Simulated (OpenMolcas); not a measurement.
A run on Co2+ among 5 point charges of -1.5 e arranged as a trigonal bipyramid (D3h), 1.76 Å from the ion, with the axial distance 2.077 Å.

- Program: OpenMolcas 26.06
- Method: SS-CASPT2, IPEA 0.25 Eh, imaginary shift 0.1 Eh (closed shells correlated: 3s 3p)
- Basis: ANO-RCC-VDZP [5s4p2d1f]
- Scalar Hamiltonian: DKH2, point nucleus
- Active space: 7 electrons in 5 orbitals (3d)
- State averaging: 2S+1 = 4 even, 10 roots; 2S+1 = 2 even, 40 roots
- Spin-orbit coupling: state interaction with AMFI integrals over the reference wave functions

First CASPT2 step and the start of its output:

```
&CASPT2
Multistate=10 1 2 3 4 5 6 7 8 9 10
NoMult
Frozen=5
IPEA=0.25
Imaginary=0.1
MaxIter=60
WThr=0.0 0.3 0.05
PrWF=0.5
NoMix
```

```
--- CASPT2 ---
Orbital specifications:
      -----------------------

      Symmetry species                           1
                                                 a
      Frozen orbitals                            5
      Inactive orbitals                          4
      Active orbitals                            5
      Secondary orbitals                        20
      Deleted orbitals                           0
      Number of basis functions                 34
Type of calculation                        SS-CASPT2
      Fock operator                              state-specific
      IPEA shift                                 0.25
      Real shift                                 0.00
      Imaginary shift                            0.10
      The input orbitals will be transformed to quasi-canonical
Reference energy:       -1395.2723890227
      E2 (Non-variational):      -0.4108285830
      Shift correction:          -0.0002064063
      E2 (Variational):          -0.4110349893
      Total energy:           -1395.6834240120
      Residual norm:              0.0000005014
      Reference weight:           0.92293
      Contributions to the CASPT2 correlation energy
      Active & Virtual Only:         -0.1780182198
      One Inactive Excited:          -0.1701816270
      Two Inactive Excited:          -0.0626287362
Reference energy:       -1395.2684357444
      E2 (Non-variational):      -0.4486984563
      Shift correction:          -0.0032833216
      E2 (Variational):          -0.4519817779
      Total energy:           -1395.7204175223
      Residual norm:              0.0000003038
      Reference weight:           0.82246
      Contributions to the CASPT2 correlation energy
      Active & Virtual Only:         -0.2111694713
...
```

Over all roots the printed reference weights run from 0.05 to 0.92, and roots that are degenerate in the reference spread by up to 38000 cm-1.

Problem. Did the run give usable levels, and if not, why?

Solution. No. The equations converged, but the reference weight falls to 0.05 for at least one root against 0.92 for the best. A drop of that size marks an intruder state, so the energies of such roots and the levels built on them can't be trusted.
